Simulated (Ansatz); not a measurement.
Computed with Ansatz on PBE0-D4/def2-TZVP structures; ΔE is electronic, products minus reactants. CBS: MP2 limit from def2 TZ/QZ plus the TZ coupled-cluster correction, frozen cores. DFT in def2-TZVPP. HSE06 is defined as in plane-wave codes. For Br, Ge outer-core shells are correlated without core-valence functions, which leaves a few kJ/mol of doubt a bond. Scalar relativity is left out up to krypton.

Reaction (cleavage of the Ge–Ge bond): `[F][Ge]([F])([F])[GeH3]` + HBr → `[GeH3][Br]` + `[F][GeH]([F])[F]`

| level | ΔE (eV) |
| --- | --- |
| r2SCAN0-D4 | -0.44 |
| HSE06 | -0.40 |

Q: What does CCSD(T)/CBS give? (Best estimate.)

A: The calculation gave: -0.40 eV. The listed levels differ from it by -0.04, 0.00 eV.

Largest T1 diagnostic among the species: 0.013.

In def2-TZVPP, CCSD(T) changes the Hartree–Fock value by +0.27 eV (the triples alone add +0.02 eV) and MP2 by +0.21 eV. From BLYP to BHLYP (50 % exact exchange), in def2-TZVPP and without D4, ΔE moves by −0.17 eV. The D4 term adds +0.03 eV with B3LYP and +0.02 eV with PBE0; it sums over pairs of atoms, weighted by their polarisabilities, and B3LYP, whose exchange is more repulsive, gets the larger term.

B3LYP here is the variant with VWN-RPA as its local correlation; programs differ in this.
